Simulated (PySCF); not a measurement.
**PbH4, singlet: structure and spectrum**

All numbers come from PySCF, BP86, basis Pb def2-TZVP with ECP60, H def2-TZVP (scalar-relativistic core potentials, no spin–orbit coupling, density fitting).

The structure is a minimum.

* Point group: Td
* Bond lengths: Pb–H 1.768 Å (×4)
* Bond angles: H–Pb–H 109.5° (×6)
* Dipole moment: 0.00 D
* Enthalpy at 298.15 K above 0 K: 11.93 kJ/mol
* Principal polarisabilities: 48.8, 48.8, 48.8 bohr³
* Highest occupied level: -7.84 eV
* Zero-point energy: 61.3 kJ/mol
* Principal quadrupole moments (Buckingham, traceless) about the centre of mass: 0.00, 0.00, 0.00 D Å
* Heat capacity Cp at 298.15 K: 54.6 J/(mol K)
* Rotational constants: 2.006, 2.006, 2.006 cm⁻¹
* Atomisation energy without zero-point energy: 973 kJ/mol
* Entropy at 298.15 K and 1 bar: 239.1 J/(mol K)
* Rotational symmetry number: 12
* Lowest empty level: -1.58 eV

Harmonic modes (masses in u: Pb 207.977, H 1.008):
```json
{"symmetry": "t2", "ω (cm⁻¹)": "586", "IR (km/mol, summed over degenerate members)": "367", "μ (u)": "1.02", "type": "bend"}
{"symmetry": "e", "ω (cm⁻¹)": "661", "IR (km/mol, summed over degenerate members)": "0.0", "μ (u)": "1.01", "type": "bend"}
{"symmetry": "a1", "ω (cm⁻¹)": "1764", "IR (km/mol, summed over degenerate members)": "0.0", "μ (u)": "1.01", "type": "stretch"}
{"symmetry": "t2", "ω (cm⁻¹)": "1802", "IR (km/mol, summed over degenerate members)": "632", "μ (u)": "1.01", "type": "stretch"}
```

In Td the vibrations span 2t2 + e + a1. The a1, e modes carry no infrared intensity, as symmetry demands.

Charges (e):
```
    atom  Mulliken  Löwdin  polar tensor  Mayer order to Pb1
     Pb1      0.25    0.16          1.09                   –
H2,3,4,5     -0.06   -0.04         -0.27                0.88
```

Mulliken populations on Pb1 (electrons outside its core potential): s 3.54, p 8.18, d 10.01, f 0.02.

Counting electrons, lead keeps none of its valence electrons outside its bonds, so the VSEPR class is AX4 and the expected shape is tetrahedral (Td), as computed.

No spin–orbit coupling is included, which matters more the heavier the element.

The final relaxation and frequency run took 10 s on 2 threads of a shared Intel Xeon 6975P-C (Granite Rapids) host, with 74 basis functions and 6 gradients; the process peaked at 1 GiB.
